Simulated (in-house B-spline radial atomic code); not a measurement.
## RPA and G0W0 on wB97X: Cr⁻

Configuration [Ar] 3d5 4s2, highest spin, mean-field start wB97X. Computed with a B-spline radial code for spherical atoms: all electrons, non-relativistic, point nucleus, each spin shell either full or empty, empty states to l = 9 with an (l + 1/2)⁻⁴ tail; G0W0 by contour deformation at full frequency.

The anion's configuration is assumed.

Command:
```bash
python run_gw.py task.json out
```
Settings (radii: box in bohr, nucleus in fm):
```
Z                        24
electrons                25
configuration            [Ar] 3d5 4s2
hamiltonian              nr
method                   wb97x
lmax                     9
spin_polarised           True
box_radius               60
intervals                56
ion_configuration        [Ar] 3d5 4s1
```

Run time, properties included: 4.9 s on 1 thread of Arm Neoverse V2, on a shared host.

Energies (hartree):

| term | value |
| --- | --- |
| mean-field total | -1044.46360 |
| Hartree-Fock functional on these orbitals | -1043.31334 |
| direct second order | -1.8368 |
| second-order exchange | 0.59999 |
| SOSEX correction | 0.53668 |

Question: What is the RPA correlation energy, and what remains with SOSEX?

Answer: RPA gives -1.5519 hartree (-1.69 eV per electron); RPA + SOSEX gives -1.0153, and the second-order doubles -1.2368 hartree (no singles). RPA lacks exchange-type terms and so overcorrelates at short range.

Quasi-particle levels (eV):

```json
{"level": "4s down", "occupied": "yes", "mean field": "-0.834", "Σx - vxc": "1.12", "Σc": "?", "QP weight": "?", "G0W0": "?"}
{"level": "4s up", "occupied": "yes", "mean field": "-1.240", "Σx - vxc": "0.49", "Σc": "-0.69", "QP weight": "0.888", "G0W0": "-1.444"}
```

G0W0 = mean field + (Σx - vxc) + Σc, with Σc (partial-wave tail included) taken at the quasi-particle energy. Only the outer levels were computed. Levels of low weight are left out.

Question: Where does G0W0 put 4s down?

Answer: At -0.607 eV, with Σc = -0.90 eV and a quasi-particle weight of 0.905. The tabulated removal energy is 0.666 eV (electron affinity of the neutral atom); the calculation leaves out relativity, Breit and QED terms, and what these don't explain is the method's own error.

Question: What does it cost to remove one electron (to [Ar] 3d5 4s1) by differences of total energies, each species on its own start (correlation terms add to the Hartree-Fock functional)?

Answer: wB97X 0.877 eV, Hartree-Fock functional -0.767 eV, + RPA 0.238 eV, + RPA + SOSEX 0.115 eV, + second order 0.609 eV. Tabulated: 0.666 eV (electron affinity of the neutral atom); the calculation leaves out relativity, Breit and QED terms, and what these don't explain is the method's own error.
